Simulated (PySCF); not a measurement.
A small calculation by hand: oscillator strength and radiative lifetime

C6H12, SMILES CC(C)C1CC1.

Geometry: B3LYP-D3(BJ)/def2-SVP. The values are those of a single conformer.

TDA-PBE/def2-SVPD (PySCF) puts the first singlet state with f over 0.02 at 7.30 eV (vertical), with the transition dipole (0.286, 0.314, -0.126) in atomic units.

Problem. Find the oscillator strength, the wavelength and the radiative lifetime that this transition would have in vacuum if emission retraced absorption.

Solution. 
|μ|² = 0.1963 au, so |μ| = 1.13 D. ΔE = 7.30/27.211 = 0.2683 hartree. f = (2/3) ΔE |μ|² = 0.035 (the program prints 0.035).
λ = 1239.84/7.30 = 170 nm; ν = 58878 cm⁻¹.
Einstein's coefficient A = 0.6670 ν² f s⁻¹ (ν in cm⁻¹) = 8.1e7 s⁻¹, so τ = 1/A = 12 ns. This state is S4; the lower singlets have f = 0.011, 0.002, 0.002. The figure is the radiative limit of this one transition; relaxation, internal conversion, crossing to triplets and a medium change what is measured.
